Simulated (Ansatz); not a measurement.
A run for Ansatz (a first-principles code): R-CCSD(T)/def2-TZVPPD on ClH3Ti (SMILES [Cl][TiH3]), atoms moved off the minimum. Files ending in .json are basis or fitting sets from the Basis Set Exchange.

Ansatz 0.2 input:
```yaml
crystal:
  periodic: [false, false, false]
  atoms:
    - {symbol: Ti, position_ang: [0.66102179, -0.16410243, 0.31319405]}
    - {symbol: Cl, position_ang: [-0.87416616, 0.57301549, -0.70064212]}
    - {symbol: H, position_ang: [2.07620249, 0.17327447, -0.34426895]}
    - {symbol: H, position_ang: [0.44507993, 0.32871120, 1.74705231]}
    - {symbol: H, position_ang: [0.41814228, -1.95832780, 0.68869903]}
basis:
  gaussian:
    orbitals: def2-TZVPPD.json
magnetization: {spin_polarized: false}
correlation: {method: ccsd_t, electrons: outside_noble_gas}
scf: {lower_state_search: off}
output: {forces: true}
```

The log:

```
WARN ansatz: RAYON_NUM_THREADS=4 ignored (pool sized by the plan → 4); use --threads N
Functional definition: HF
these checks for a lower state are left out or cut short: starts, cluster_reference, orbital_swaps, neighbouring_geometries, increment
integrals: 0.50 GiB planned
1027 factors; integrals over basis functions are off by at most 5.8e-4 eV
mean field: 0.54 GiB planned
mean field evaluation 1: about -35633.3029 eV, gradient 3.1e1 eV
mean field evaluation 2: about -35633.3955 eV, gradient 3.1e1 eV
mean field evaluation 4: about -35636.1488 eV, gradient 3.2e0 eV
mean field evaluation 8: about -35636.2116 eV, gradient 3.5e-1 eV
mean field evaluation 16: about -35636.2125 eV, gradient 2.3e-6 eV
mean field -35636.21246995 eV, -1309.6066531784 hartree, gradient 2.3e-6 eV, S^2 0.000000; 0 other end points of the search recorded, 0 dependent functions left out
14 core orbitals not correlated
reference -35636.21246995 eV, -1309.6066531784 hartree; 7, 7 occupied and 148, 148 virtual orbitals, 1027 factors
densities: 2.38 GiB planned
second order -9.85503197 eV of doubles, -0.00000000 eV of singles
coupled cluster: 1.22 GiB planned
cycle   1  -10.07419823 eV  change   -2.2e-1 eV  update   1.4e-1
cycle   2  -10.48577415 eV  change   -4.1e-1 eV  update   6.1e-2
cycle   3  -10.63112102 eV  change   -1.5e-1 eV  update   3.1e-2
cycle   4  -10.63301353 eV  change   -1.9e-3 eV  update   8.4e-3
cycle   5  -10.62299836 eV  change    1.0e-2 eV  update   3.8e-3
cycle   6  -10.62382896 eV  change   -8.3e-4 eV  update   1.7e-3
cycle   7  -10.62379160 eV  change    3.7e-5 eV  update   7.4e-4
cycle   8  -10.62394007 eV  change   -1.5e-4 eV  update   3.8e-4
cycle   9  -10.62410790 eV  change   -1.7e-4 eV  update   1.9e-4
cycle  10  -10.62397995 eV  change    1.3e-4 eV  update   9.5e-5
cycle  11  -10.62397047 eV  change    9.5e-6 eV  update   4.8e-5
cycle  12  -10.62399348 eV  change   -2.3e-5 eV  update   2.4e-5
cycle  13  -10.62399751 eV  change   -4.0e-6 eV  update   1.1e-5
cycle  14  -10.62400967 eV  change   -1.2e-5 eV  update   5.2e-6
cycle  15  -10.62400656 eV  change    3.1e-6 eV  update   2.6e-6
perturbative correction -0.63486561 eV, -0.0233308808 hartree
the calculation of the forces begins
Total energy: -35647.47134212 eV, -1310.0204090989 hartree
Atom 0 at     0.661022    -0.164102     0.313194 Å, force     2.709572    -4.631216     1.412659 eV/Å
Atom 1 at    -0.874166     0.573015    -0.700642 Å, force    -4.116792     2.024430    -2.800673 eV/Å
Atom 2 at     2.076202     0.173274    -0.344269 Å, force     1.559930     0.500509    -0.746969 eV/Å
Atom 3 at     0.445080     0.328711     1.747052 Å, force    -0.282978     1.101548     2.502060 eV/Å
Atom 4 at     0.418142    -1.958328     0.688699 Å, force     0.130268     1.004729    -0.367078 eV/Å
Dipole moment:     0.014128     0.197953    -0.090409 e Å
Checks for a lower state left out: starts, cluster_reference, orbital_swaps, neighbouring_geometries, increment
```

The calculation finished and met its thresholds.

Cost: around 2.6 core-minutes (rough).
